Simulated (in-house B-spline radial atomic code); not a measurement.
## RPA and G0W0 on LDA VWN5: Cs II (Cs+)

Configuration [Kr] 4d10 5s2 5p6, mean-field start LDA VWN5. Computed with an all-electron radial atomic-structure program (B-spline basis): all electrons, scalar-relativistic (spin-free one-electron X2C), finite nucleus, each spin shell either full or empty, empty states to l = 9 with an (l + 1/2)⁻⁴ tail; G0W0 by contour deformation at full frequency.

Spin-orbit coupling, left out, splits p levels strongly here.

Command:
```bash
python run_gw.py task.json out
```
Settings (radii: box in bohr, nucleus in fm):
```
Z                        55
electrons                54
configuration            [Kr] 4d10 5s2 5p6
hamiltonian              x2c
method                   lda,vwn
lmax                     9
rms_radius               4.8041
spin_polarised           False
box_radius               23.78
intervals                70
```

Cost of the run: 5.3 s on 1 thread of Arm Neoverse N1 (shared host).

Energies (hartree):

```
                                     term        value
                         mean-field total  -7779.19729
Hartree-Fock functional on these orbitals  -7782.95578
                      direct second order      -4.9479
                    second-order exchange       1.3372
                         SOSEX correction       1.2415
```

Problem. What is the RPA correlation energy, and what remains with SOSEX?

Solution. RPA gives -4.3018 hartree (-2.17 eV per electron); RPA + SOSEX gives -3.0603, and the second-order doubles -3.6107 hartree (no singles). SOSEX takes back 29 % of the RPA value.

Quasi-particle levels (eV):

| level | occupied | mean field | Σx - vxc | Σc | QP weight | G0W0 |
| --- | --- | --- | --- | --- | --- | --- |
| 5p | yes | -18.834 | -4.36 | ? | ? | ? |
| 6s | no | -5.638 | 2.82 | -0.93 | 0.970 | -3.746 |

G0W0 = mean field + (Σx - vxc) + Σc, with Σc (partial-wave tail included) taken at the quasi-particle energy. Only the outer levels were computed. Levels of low weight are left out.

Problem. Where does G0W0 put 5p?

Solution. At -23.645 eV, with Σc = -0.45 eV and a quasi-particle weight of 0.900. The tabulated removal energy is 23.157 eV (NIST, measured); the calculation leaves out spin-orbit coupling, Breit and QED terms, and what these don't explain is the method's own error.
